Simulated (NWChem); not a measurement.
Converging the integration grid for SnS (SMILES [S][Sn])

SnS: 2 atoms, total charge 0, spin state singlet. SMILES: `[S][Sn]`. The bond length is the measured one.

```xyz
2

S     0.0000    0.0000    0.0000
Sn    0.0000    0.0000    2.2090
```

Program: NWChem 7.3.0. Method: TDA-PBE/def2-TZVP (core potential). Swept: integration grid. Watched: the lowest singlet excitation energy. Each run: excited states. Hardware: 1 thread of Intel Xeon 6975P-C (Granite Rapids), shared host.

The last row is the best point of the sweep, not the limit.

**Question.** The candidates, from coarse to fine: lebedev 20 3; lebedev 35 6; lebedev 50 8; lebedev 75 11; lebedev 99 14; lebedev 150 18. Estimate which is the coarsest that holds the lowest singlet excitation energy within 0.05 eV of the last.

**Answer.** lebedev 35 6: it is 0.0001 eV off and takes 40 s, against 59 s for lebedev 150 18.

```csv
integration grid,value (eV),from the best (eV),wall time
lebedev 20 3,3.4364,+0.2490,27 s
lebedev 35 6,3.1875,+0.0001,40 s
lebedev 50 8,3.1874,0.0000,38 s
lebedev 75 11,3.1874,0.0000,41 s
lebedev 99 14,3.1874,0.0000,44 s
lebedev 150 18,3.1874,0.0000,59 s
```
